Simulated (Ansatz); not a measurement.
Relaxation of a periodic cell of 20 atoms, AgH12O6F (contents 6 H2O + 1 Ag + 1 F, density as packed 2.18 g/cm³ with natural masses), to a largest force component of 0.3 eV/Å in at most 15 steps.

These are results of DFT PBE-D3(BJ), scalar-relativistic, plane waves, PAW (Ansatz), not measurements. Settings: cutoff 420 eV, k mesh 1x1x1, fermi-dirac smearing 0.02 eV, no spin polarisation.

```xyz
20
Lattice="5.6378 0.0000 0.0000 0.0000 5.6378 0.0000 0.0000 0.0000 5.6378" Properties=species:S:1:pos:R:3
O 5.248 5.191 3.546
H 5.189 4.264 3.271
H 4.403 5.572 3.265
O 0.039 4.746 0.976
H 0.942 4.513 1.238
H -0.475 3.951 1.177
O 2.864 2.650 1.221
H 3.176 2.756 0.310
H 3.388 1.910 1.563
O 1.496 2.308 3.837
H 2.018 1.502 3.710
H 0.638 2.096 3.442
O 3.808 2.585 4.015
H 4.305 2.289 4.792
H 4.118 2.004 3.304
O -0.201 1.734 1.347
H -0.033 2.534 1.867
H 0.680 1.457 1.055
Ag 2.424 5.182 5.177
F 1.743 5.548 2.308
```

Task: Where does it end, and by what steps?

Result: The run ended unconverged. Limits of this set-up: coarse k mesh. After 14 steps the energy has fallen by 6.063 eV; H6 moved furthest, 1.66 Å. Joined: Ag19–F20.

```json
{"step": "0", "energy less start (eV)": "0.0000", "largest force component (eV/Å)": "2.355", "accepted": "yes"}
{"step": "1", "energy less start (eV)": "-1.4050", "largest force component (eV/Å)": "1.190", "accepted": "yes"}
{"step": "2", "energy less start (eV)": "-2.4775", "largest force component (eV/Å)": "2.264", "accepted": "yes"}
{"step": "3", "energy less start (eV)": "-3.3492", "largest force component (eV/Å)": "1.410", "accepted": "yes"}
{"step": "4", "energy less start (eV)": "-4.0472", "largest force component (eV/Å)": "1.495", "accepted": "yes"}
{"step": "5", "energy less start (eV)": "-4.4980", "largest force component (eV/Å)": "1.281", "accepted": "yes"}
{"step": "6", "energy less start (eV)": "-4.7342", "largest force component (eV/Å)": "1.637", "accepted": "yes"}
{"step": "7", "energy less start (eV)": "-4.9373", "largest force component (eV/Å)": "1.459", "accepted": "yes"}
{"step": "8", "energy less start (eV)": "-5.1528", "largest force component (eV/Å)": "0.667", "accepted": "yes"}
{"step": "9", "energy less start (eV)": "-5.3134", "largest force component (eV/Å)": "0.502", "accepted": "yes"}
{"step": "10", "energy less start (eV)": "-5.4472", "largest force component (eV/Å)": "0.575", "accepted": "yes"}
{"step": "11", "energy less start (eV)": "-5.5938", "largest force component (eV/Å)": "0.455", "accepted": "yes"}
{"step": "12", "energy less start (eV)": "-5.7547", "largest force component (eV/Å)": "0.468", "accepted": "yes"}
{"step": "13", "energy less start (eV)": "-5.9156", "largest force component (eV/Å)": "0.493", "accepted": "yes"}
{"step": "14", "energy less start (eV)": "-6.0630", "largest force component (eV/Å)": "0.556", "accepted": "yes"}
```

```xyz
20
Lattice="5.6378 0.0000 0.0000 0.0000 5.6378 0.0000 0.0000 0.0000 5.6378" Properties=species:S:1:pos:R:3
O 4.961 5.447 3.825
H 4.661 4.616 4.291
H 4.348 5.496 3.048
O 1.141 4.837 0.406
H 1.834 5.155 1.077
H 1.084 3.882 0.600
O 2.228 2.498 1.333
H 2.775 2.804 0.560
H 2.603 1.607 1.545
O 1.256 2.010 4.040
H 1.492 2.243 3.121
H 0.445 1.457 3.952
O 4.005 3.059 4.992
H 4.584 2.457 5.573
H 3.772 2.476 4.244
O -0.345 1.507 1.024
H 0.581 1.849 1.058
H -0.220 0.593 0.700
Ag 1.766 5.129 3.930
F 2.798 5.670 2.103
```

Run time: 24 s on 1 thread of Arm Neoverse V1, with other jobs on the host, peak memory 0.32 GiB.
